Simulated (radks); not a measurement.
The numbers below are computed, except where a source is named.
Valence configurations of Cd (all share [Kr]). Code: a radial shooting solver on a logarithmic mesh with Libxc functionals. Model: non-relativistic Kohn-Sham, PBE, spin-polarised, spherical densities, point nucleus; open shells are filled with parallel spins first (spin-orbit coupling, left out, can overturn this in heavy ions); relativity is left out, which matters for an element this heavy. Energies are relative to 4d10 5s2; eigenvalues in eV for spin up.

valence           E (eV)  moment (Bohr magnetons)    e(4d)   e(5p)    e(5s)
4d10 5s2           0.000                        0  -12.640       -   -5.279
4d10 5s1.5 5p0.5   1.876                        1  -13.555  -1.960   -6.136
4d10 5s1 5p1       3.523                        2  -14.288  -2.462   -6.824
4d10 5p2           7.965                        2  -15.721  -3.120        -
4d9 5s2 5p1       13.163                        2  -18.658  -2.879   -7.790
4d8 5s2 5p2       29.844                        4  -24.402  -4.206   -9.899
4d8 5s1 5p3       33.421                        6  -25.355  -4.918  -10.832
4d8 5p4           41.403                        4  -26.822  -5.260        -
4d7.5 5s1 5p3.5   44.314                        6  -28.361  -5.472  -11.736
4d6 5s1 5p5       82.248                        6  -37.222  -6.879  -14.133

NIST lists [Kr] 4d10 5s2 as the ground configuration; this level of theory agrees among the configurations tried. The energies are those of spherical high-spin densities, not of single terms. Relativity is left out, which favours d and f over s occupation in heavy atoms.
